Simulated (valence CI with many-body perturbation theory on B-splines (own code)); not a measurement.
**Which ion has this spectrum?**

A relativistic CI+MBPT calculation for an atom or ion with 22 electrons gives these levels (cm⁻¹):

| J | Parity | E | g |
| --- | --- | --- | --- |
| 0 | even | 0.0 |  |
| 1 | even | 33267 | 1.50 |
| 2 | even | 58442 | 1.46 |
| 3 | even | 75836 | 1.43 |
| 4 | even | 83134 | 1.33 |
| 0 | even | 118043 |  |
| 4 | even | 126608 | 1.03 |
| 3 | even | 148453 | 0.92 |
| 2 | even | 152477 | 0.84 |
| 5 | even | 157092 | 1.07 |
| 1 | even | 159999 | 1.35 |
| 6 | even | 168815 | 1.11 |
| 4 | even | 184797 | 1.03 |
| 2 | even | 190633 | 1.23 |

The energies are calculated, and their last digits are not significant.

Question: Which is it?
A. Rh23+
B. Cd26+
C. Sb29+
D. Ag25+

Answer: B. Cd26+, ground level 3d4 5D_0 [a].
